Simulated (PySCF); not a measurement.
Vanadium: a sound run and one with changed settings

Sound run: V⁺ [Ar] 3d4, V²⁺ [Ar] 3d3. Computed with PySCF 2.14 in cc-pVDZ-DK, with the spin-free X2C one-electron Hamiltonian (Gaussian nucleus). In the sound run the correlated levels freeze [Ar]. The sound run starts from symmetry-adapted Hartree-Fock orbitals and uses a fine grid where one is needed.

Changed run: basis STO-3G, all-electron and non-relativistic. This setting is unsound on purpose.

```
species  method  sound run (hartree)  changed run (hartree)  converged
     V⁺     UHF           -947.91369             -932.74344        yes
     V⁺     LDA           -946.71795             -931.30631        yes
     V⁺   M06-L                  n/a             -933.56382        yes
     V⁺     MP2           -947.95153             -932.74384        yes
    V²⁺     UHF           -947.42831             -932.43195        yes
    V²⁺     LDA           -946.14231             -930.94815        yes
    V²⁺   M06-L           -948.34587             -933.22141        yes
    V²⁺     MP2           -947.44088             -932.43205        yes
```

Ionisation energy of V⁺:

```
 method  sound run (eV)  changed run (eV)
    UHF          13.208             8.476
    LDA          15.664             9.746
  M06-L             n/a             9.318
    MP2          13.896             8.484
SCS-MP2          13.437             8.479
```

A minimal basis cannot let orbitals breathe on ionisation and holds almost no correlation. The Hamiltonian changed with the basis, so the totals do not compare.

For comparison, NIST gives 14.634 ± 0.007 eV between the lowest levels.
